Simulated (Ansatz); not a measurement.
Ideal-gas functions of CuLi, SMILES `[Li][Cu]` at 600 K and 1 bar, from an Ansatz frequency run at PBE0-D4/def2-TZVP.

Molar mass 70.49 g/mol, point group C∞v (symmetry number 1), electronic degeneracy 1, moments of inertia 33.66 u Å². Harmonic wavenumbers (cm⁻¹, unscaled): 376.

Use S(trans) = R[1.5 ln M + 2.5 ln T − 1.1517]; rotational temperatures θ = 24.2544 K / I; S(rot) = R[ln(T/σθ) + 1]; for each mode x = 1.438777 ν̃/T, S = R[x/(eˣ − 1) − ln(1 − e⁻ˣ)] and H = RT x/(eˣ − 1); 1 cm⁻¹ = 0.0119627 kJ/mol; R = 8.31446 J/(mol·K).

Question: By hand: the entropy, in J/(mol·K).

Answer: Translation 176.5. Rotation: θ = 0.7206 K, giving 64.2. Vibration, mode by mode: 9.45, in all 9.5. Electronic 0.0. Sum 250.2 J/(mol·K).

Question: By hand: H − E and G − E in kJ/mol, counted from the electronic energy.

Answer: Zero-point energy ½ × 376 × 0.0119627 = 2.2; thermal vibration 3.1; translation, rotation and pV give 3.5 RT = 17.5. H − E = 22.8 kJ/mol, and G − E = 22.8 − 600 × 250.2/1000 = -127.3 kJ/mol.

Vibration gives 4 % of the entropy.
